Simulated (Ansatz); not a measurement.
Cost and result for the atomization energy of `C[C@H]1N[Si@H]1C` (14 atoms, 14 bonds).

Cartesian coordinates in Å:
```
C 0.224 -0.982 -1.647
C 0.950 -0.119 -0.652
N 0.446 1.288 -0.535
Si 0.329 0.462 0.974
C -1.370 0.150 1.653
H -0.858 -0.899 -1.525
H 0.461 -0.684 -2.674
H 0.501 -2.033 -1.526
H 2.037 -0.207 -0.721
H 1.105 2.019 -0.757
H 1.338 0.739 2.027
H -2.060 -0.096 0.845
H -1.357 -0.676 2.369
H -1.746 1.037 2.169
```

Charge 0, multiplicity 1. The structure was optimised at the PBE0-D4/def2-TZVP level. Program: Ansatz. All runs use 4 threads of an Arm Neoverse V1 on a shared host. Times are those of one run each, without the atoms' runs, and a repeat can differ threefold. Electronic energies, without spin–orbit coupling; frozen cores. CCSD(T)/CBS adds CCSD(T) − MP2 in def2-TZVPP to the MP2 limit, and its time is that of the two runs behind it. T1 = 0.011. B3LYP takes the VWN-RPA correlation (the form of Gaussian; ORCA's B3LYP/G).

CCSD(T)/CBS is a level of theory with its own doubt, some kJ/mol a heavy atom from the limit and from the frozen cores, so smaller differences don't rank the functionals.

| level | functions | wall time | atomization (kJ/mol) | difference from CCSD(T)/CBS | per bond |
| --- | --- | --- | --- | --- | --- |
| PBE-D4/def2-TZVPP (with forces) | 292 | 3.1 s | 5318.6 | 99.8 | 7.1 |
| PBE0-D4/def2-TZVPP | 292 | 3.6 s | 5245.6 | 26.8 | 1.9 |
| r2SCAN-D4/def2-TZVPP (with forces) | 292 | 5.5 s | 5228.9 | 10.1 | 0.7 |
| B3LYP-D4/def2-TZVPP (with forces) | 292 | 6 s | 5230.3 | 11.5 | 0.8 |
| B2PLYP/def2-TZVPP | 292 | 7 s | 5168.3 | -50.5 | -3.6 |
| ωB97X-V/def2-TZVPP | 292 | 9.5 s | 5243.7 | 24.9 | 1.8 |
| ωB97M-V/def2-TZVPP (with forces) | 292 | 14 s | 5243.2 | 24.4 | 1.7 |
| MP2/def2-QZVPP | 568 | 31 s | 5216.5 | -2.3 | -0.2 |
| CCSD(T)/def2-TZVPP | 292 | 4.1 min | 5085.3 | -133.5 | -9.5 |
| CCSD(T)/CBS(def2) | – | 4.6 min | 5218.8 | 0.0 | 0.0 |

From PBE to PBE0 (25 % exact exchange), in def2-TZVPP and without D4, the atomization energy moves by −68.7 kJ/mol: exact exchange takes away binding that semilocal exchange gives to molecules. The D4 term adds +44.2 kJ/mol with B3LYP and +23.4 kJ/mol with PBE0; it sums over pairs of atoms, weighted by their polarisabilities, and B3LYP, whose exchange is more repulsive, gets the larger term. In def2-TZVPP, CCSD(T) changes the Hartree–Fock value by +1277.8 kJ/mol (the triples alone add +70.6 kJ/mol) and MP2 by +1329.5 kJ/mol; breaking electron pairs costs correlation energy, which Hartree–Fock lacks.
